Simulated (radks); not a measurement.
The numbers below are computed, except where a source is named.
Task: All-electron atom: the technetium ion Tc4+ in [Kr] 4d1 4f2 (not the ground configuration). Level of theory: Dirac Kohn-Sham, PBE, spin-unpolarised, spherical densities, point nucleus; open shells are shared between the two j in proportion to 2j + 1 (a radial shooting solver on a logarithmic mesh with Libxc functionals). Some entries of the table are withheld. Estimate them.

orbital      occ.  eigenvalue (eV)  <r> (bohr)
1s1/2           2        -20920.04     0.03428
2s1/2           2        -3037.579      0.1492
2p1/2           2        -2805.806      0.1271
2p3/2           4        -2687.553      0.1318
3s1/2           2        -578.8611      0.4147
3p1/2           2              (1)         (2)
3p3/2           4              (3)         (4)
3d3/2           4        -312.7276      0.3959
3d5/2           6        -308.9048      0.3993
4s1/2           2        -129.3446         (5)
4p1/2           2        -102.3839         (6)
4p3/2           4         -99.1239         (7)
4d3/2         0.4         -57.4980       1.362
4d5/2         0.6         -57.0585       1.371
4f5/2    0.857143         -22.3895         (8)
4f7/2     1.14286         -22.3797         (9)

Result: 
(1) 3p1/2 eigenvalue (eV): -489.8380
(2) 3p1/2 <r> (bohr): 0.4085
(3) 3p3/2 eigenvalue (eV): -470.0029
(4) 3p3/2 <r> (bohr): 0.4190
(5) 4s1/2 <r> (bohr): 1.030
(6) 4p1/2 <r> (bohr): 1.102
(7) 4p3/2 <r> (bohr): 1.126
(8) 4f5/2 <r> (bohr): 2.480
(9) 4f7/2 <r> (bohr): 2.482
